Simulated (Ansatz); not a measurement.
CH5FO2Sn, SMILES `[CH3][Sn]([OH])([OH])[F]`, relaxed with RKS PBE0-D4/def2-TZVP in Ansatz from a PBE-D4/def2-SVP geometry. The force threshold is 0.005 eV/Å; the program also tests the step.

Charge 0, multiplicity 1. Sn: def2 effective core potential.

Start:

```xyz
10

C     1.679    0.232    0.306
Sn   -0.429    0.072   -0.022
O    -0.831    0.475   -1.935
O    -1.286   -1.665    0.492
F    -1.441    1.345    1.085
H     2.122    0.781   -0.546
H     1.842    0.781    1.252
H     2.102   -0.789    0.373
H    -1.756    0.230   -2.133
H    -2.002   -1.462    1.127
```

```csv
step,energy (eV),largest force (eV/Å),largest move (Å)
1,-13758.5726,0.924,0.000
2,-13758.6845,0.297,0.057
3,-13758.6906,0.057,0.025
4 (rejected),-13758.6905,0.096,0.058
5,-13758.6918,0.018,0.020
6,-13758.6920,0.010,0.009
7,-13758.6920,0.002,0.010
8,-13758.6920,0.005,0.008
```

End:

```xyz
10

C     1.654    0.229    0.305
Sn   -0.420    0.078   -0.020
O    -0.846    0.460   -1.878
O    -1.268   -1.607    0.477
F    -1.397    1.339    1.056
H     2.099    0.776   -0.525
H     1.825    0.761    1.240
H     2.079   -0.772    0.364
H    -1.741    0.209   -2.124
H    -1.985   -1.473    1.104
```

It took 33 s on 4 threads of an Arm Neoverse V1 on a shared host, with 0.53 GiB of host memory at the peak.
